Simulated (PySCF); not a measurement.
Correlation energy of N(3+) (nitrogen, charge +3)

Starting occupation: [He] 2s2. Calculation: PySCF 2.14, in x2c-TZVPPall-2c with one added diffuse shell each of s, p, d type (6s4p3d1f, 40 functions); X2C-1e with screened-nucleus spin-orbit coupling, Gaussian nucleus. Frozen: nothing; 4 electrons correlated.

MP2 pair energies summed by pair of shells (mhartree):

| pair | energy | share (%) |
| --- | --- | --- |
| 2s1/2-2s1/2 | -49.38 | 75.7 |
| 1s1/2-1s1/2 | -11.78 | 18.1 |
| 1s1/2-2s1/2 | -4.07 | 6.2 |

Total MP2 correlation energy: -65.23 mhartree.

| level | correlation energy (mhartree) |
| --- | --- |
| CCSD | -101.14 |
| (T) | -0.29 |
| CCSD(T) | -101.43 |

Diagnostics: T1 = 0.0047, largest double amplitude 0.153.

A double-excitation amplitude exceeds 0.15, a sign of near-degeneracy.

Cost of the coupled-cluster step: 19 s of wall time on 4 threads of Intel(R) Xeon(R) 6975P-C (shared host), for 4 occupied and 76 virtual spinors.

Iterations:

```
Init t2, MP2 energy = -0.0652269505819067
CCSD nocc = 4, nmo = 80
Init t2, MP2 energy = -0.0652269505819067
Init E_corr(GCCSD) = -0.0652269505819067
cycle = 1  E_corr(GCCSD) = -0.0836247360948841  dE = -0.0183977855  norm(t1,t2) = 0.0641062
cycle = 2  E_corr(GCCSD) = -0.0922287648845478  dE = -0.00860402879  norm(t1,t2) = 0.0332315
cycle = 3  E_corr(GCCSD) = -0.101268390166277  dE = -0.00903962528  norm(t1,t2) = 0.0172092
cycle = 4  E_corr(GCCSD) = -0.101101249316693  dE = 0.00016714085  norm(t1,t2) = 0.000245187
cycle = 5  E_corr(GCCSD) = -0.101152945566964  dE = -5.16962503e-05  norm(t1,t2) = 7.38482e-05
cycle = 6  E_corr(GCCSD) = -0.101140774401997  dE = 1.2171165e-05  norm(t1,t2) = 2.48853e-05
cycle = 7  E_corr(GCCSD) = -0.101139073397241  dE = 1.70100476e-06  norm(t1,t2) = 3.38551e-06
cycle = 8  E_corr(GCCSD) = -0.101139871421786  dE = -7.98024545e-07  norm(t1,t2) = 1.57908e-06
cycle = 9  E_corr(GCCSD) = -0.101139882229745  dE = -1.08079589e-08  norm(t1,t2) = 4.37282e-08
cycle = 10  E_corr(GCCSD) = -0.10113988336493  dE = -1.13518507e-09  norm(t1,t2) = 4.26435e-09
GCCSD converged
E(GCCSD) = -51.21151614140927  E_corr = -0.1011398833649299
```

This basis was not built for core-valence correlation, so the inner-shell part is incomplete.
